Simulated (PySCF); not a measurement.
## Two-dimensional NMR puzzle

Compound of formula C8H8O2. Correlations simulated from computed shifts and the bond graph:

HSQC (one-bond C–H):
| δH | δC |
| --- | --- |
| 7.73 | 140.7 |
| 7.20 | 134.6 |
| 6.02 | 98.4 |
| 4.55 | 98.4 |
| 3.86 | 56.7 |
| 3.54 | 103.1 |

COSY cross peaks (H two or three bonds apart, from the bond graph; peaks can be absent where the dihedral angle is near 90°):
| δH | δH |
| --- | --- |
| 7.73 | 7.20 |
| 6.02 | 4.55 |

HMBC (two and three bonds, from the bond graph):
| δH | δC |
| --- | --- |
| 7.73 | 187.6, 166.4, 134.6, 88.0 |
| 7.20 | 187.6, 140.7, 103.1, 88.0 |
| 6.02 | 187.6, 166.4 |
| 4.55 | 187.6, 166.4 |
| 3.86 | 166.4 |
| 3.54 | 134.6, 88.0 |

Carbons without hydrogens: δ 187.6, 166.4, 88.0.

Non-relativistic Hamiltonian, one conformer, in vacuum, averaged over atoms made equivalent by symmetry, fast rotation or ring inversion. Shieldings: GIAO PBE0/pcSseg-1; geometry from GFN2-xTB; PySCF 2.14.

Scale: ¹H, ¹³C vs TMS (reference shieldings calculated alike).

Exchangeable hydrogens are left out of these lists.

**Question.** Which molecule is this?

**Answer.** SMILES C#C/C=C/C(=O)C(=C)OC.

Mapped SMILES: `[CH:1]#[C:2]/[CH:3]=[CH:4]/[C:5](=[O:6])[C:7](=[CH2:8])[O:9][CH3:10]`. Each H is labelled by its parent atom. Ha(C8) is cis to C5; Hb(C8) is trans to C5.

- δC 187.6 is C5, a ketone carbonyl carbon.
- δC 166.4 is C7, an alkene carbon bearing oxygen.
- δC 140.7 is C4, an α carbon of a C=C–C=O unit (δH 7.73).
- δC 134.6 is C3, a β carbon of a C=C–C=O unit (δH 7.20).
- δC 103.1 is C1, a terminal alkyne carbon (δH 3.54).
- δC 98.4 is C8, a β carbon of a C=C–C=O unit (δH 4.55, 6.02).
- δC 88.0 is C2, an alkyne carbon.
- δC 56.7 is C10, a methyl carbon bonded to O (δH 3.86).
- HMBC from δH 7.73 reaches the proton-free carbons C5, C7, C2.
- HMBC from δH 7.20 reaches the proton-free carbons C5, C2.
- HMBC from δH 6.02 reaches the proton-free carbons C5, C7.
- HMBC from δH 4.55 reaches the proton-free carbons C5, C7.
- COSY links 7.73–7.20, 6.02–4.55.

The shifts were computed for this structure.

Shifts are as computed. Against solution values, carbons near 30 ppm lie about +3 ppm off and those near 130 ppm about +5 ppm. Of 1211 compounds with measured shifts, 218 miss one by over three times the rms of a fit or turn the order of signals round; such compounds aren't used in these exercises.
